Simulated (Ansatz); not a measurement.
In5P4Cl3, a halide-capped cluster cut from zinc blende InP (3 Cl on the cations). The state is a singlet with charge 0. Geometry PBE-D4/def2-SVP; atoms count from 1.

```
atom    x (Å)    y (Å)    z (Å)
 In1   0.5705   2.1661  -0.1470
 In2   1.8934  -1.2430  -0.0583
 In3  -1.4440  -0.5594   1.6166
 In4  -2.3061   1.1519  -1.2675
 In5  -0.9614  -2.0213  -1.4484
  P6   0.8851   0.3769   1.6843
  P7  -1.1105   3.1393  -1.7368
  P8   1.2341  -2.7523  -1.9495
  P9  -3.0647  -1.0907  -0.4059
Cl10   2.6733   3.2872  -0.2509
Cl11   4.2359  -1.3007   0.3636
Cl12  -2.6056  -1.1539   3.5998
```

In the def2 sets In takes a core potential; there is no spin–orbit coupling. Single mean-field runs in def2-TZVP are fitted with def2-universal-jkfit.

Q: Estimate the Mulliken populations from the PBE0/def2-TZVP orbitals of Ansatz.

A: 
```tsv
atom	charge (e)
In1	0.52
In2	0.52
In3	0.52
In4	0.37
In5	0.39
P6	-0.29
P7	-0.32
P8	-0.31
P9	-0.29
Cl10	-0.38
Cl11	-0.38
Cl12	-0.36
```
Mulliken values and Mayer orders depend strongly on the basis.

Q: And the Mayer bond orders between bonded heavy atoms (over 0.3)?

A: In1–P6 0.83 (2.58 Å); In1–P7 1.05 (2.51 Å); In1–Cl10 0.94 (2.39 Å); In2–P6 0.82 (2.58 Å); In2–P8 1.06 (2.51 Å); In2–Cl11 0.94 (2.38 Å); In3–P6 0.99 (2.51 Å); In3–P9 0.76 (2.65 Å); In3–Cl12 0.97 (2.37 Å); In4–P7 1.55 (2.37 Å); In4–P9 0.93 (2.52 Å); In5–P8 1.53 (2.37 Å); In5–P9 0.92 (2.53 Å).
